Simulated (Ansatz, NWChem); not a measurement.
## Heat of formation of IF (SMILES FI) from total energies

The species is IF (2 atoms), meant as a singlet with charge 0. As SMILES, `FI`. The bond length is the measured one.

```xyz
2

F     0.0000    0.0000    0.0000
I     0.0000    0.0000    1.9098
```

Total energies at M06-L/def2-TZVP (core potential) (NWChem 7.3.0); the atoms run unrestricted:

```tsv
species	state	energy (Eh)
IF	singlet	-397.715054
F	doublet	-99.753716
I	doublet	-297.848420
```

Harmonic wavenumbers at wB97M-V/def2-TZVPD, in cm⁻¹: 640.

Measured heats of formation of the gaseous atoms at 298.15 K, in kJ/mol: F 79.4, I 106.8. Spin-orbit lowering of the atoms at 298 K (mean of the ground term's levels less their thermal mean, from spectra), in kJ/mol: F 1.29, I 30.32. Take 1 Eh = 2625.50 kJ/mol, 1 cm⁻¹ = 0.0119627 kJ/mol, RT = 2.479 kJ/mol.

**Question.** Work out the heat of formation of the gas at 298 K.

**Answer.** 
1. Electronic atomisation energy: (-99.753716) + (-297.848420) − (-397.715054) = 0.112918 Eh = 296.5 kJ/mol.
2. Zero-point energy: half the sum of the wavenumbers, 320 cm⁻¹ = 3.8 kJ/mol.
3. Thermal vibrational enthalpy, Σ hcν̃/(exp(hcν̃/kT) − 1): 0.4 kJ/mol. Translation, rotation and pV of a linear molecule: 3.5 RT = 8.7 kJ/mol.
4. The 2 free atoms carry 5/2 RT each: 12.4 kJ/mol.
5. Spin-orbit coupling lowers the free atoms by 1.29 + 30.32 = 31.6 kJ/mol.
6. Atomisation enthalpy at 298 K: 296.5 − 31.6 − 3.8 − 0.4 − 8.7 + 12.4 = 264.4 kJ/mol.
7. Sum of the atoms' heats of formation: 186.2 kJ/mol. Heat of formation: 186.2 − 264.4 = -78.2 kJ/mol.

The tabulated value is -94.8 kJ/mol (NIST-JANAF tables), so this level is off by +16.6 kJ/mol, or 5.9 % of the atomisation enthalpy. Anharmonicity and any spin-orbit splitting of the molecule are left out.
